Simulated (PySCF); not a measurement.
Chain-length series, n-germane silyl/silyl (end groups after the name). Gas-phase values, no solvent. One relaxed conformer stands for each flexible species; it need not be the lowest. Strings in code marks are SMILES. All members: neutral, multiplicity 1. Level: PBE-D3(BJ)/def2-TZVP // r2SCAN-D4/def2-SVP (PySCF). 

```csv
species,n (atoms other than H),1/n,HOMO–LUMO gap (eV)
`[SiH3][GeH2][GeH2][GeH2][GeH2][GeH2][GeH2][GeH2][SiH3]`,9,0.1111,4.09
`[SiH3][GeH2][GeH2][GeH2][GeH2][GeH2][GeH2][SiH3]`,8,0.1250,4.23
`[SiH3][GeH2][GeH2][GeH2][GeH2][GeH2][SiH3]`,7,0.1429,4.41
`[SiH3][GeH2][GeH2][GeH2][GeH2][SiH3]`,6,0.1667,4.64
"`[SiH3][GeH2][GeH2][GeH2][SiH3]` (Si–Ge–Ge–Ge torsion 175°, Ge–Ge–Ge–Si torsion 178°)",5,0.2000,4.94
`[SiH3][GeH2][GeH2][SiH3]` (Si–Ge–Ge–Si torsion 178°),4,0.2500,withheld
`[SiH3][GeH2][SiH3]`,3,0.3333,5.97
```

Q: Fit HOMO–LUMO gap = a + b·x to the 6 complete rows by least squares, with x = 1/n. Give a, b and the rms residual, and predict the withheld value.

A: Means of the 6 rows: x̄ = 0.17983, ȳ = 4.7133 eV. Σ(x − x̄)² = 0.033226 and Σ(x − x̄)(y − ȳ) = 0.27894, so b = 8.395 and a = ȳ − b·x̄ = 3.204 eV. The rms residual is 0.037 eV. At x = 0.25 the line gives 5.30 eV. The run for `[SiH3][GeH2][GeH2][SiH3]` (Si–Ge–Ge–Si torsion 178°) gave 5.37 eV, so the line is off by 0.07 eV, within twice the rms residual.

Codes: PySCF.
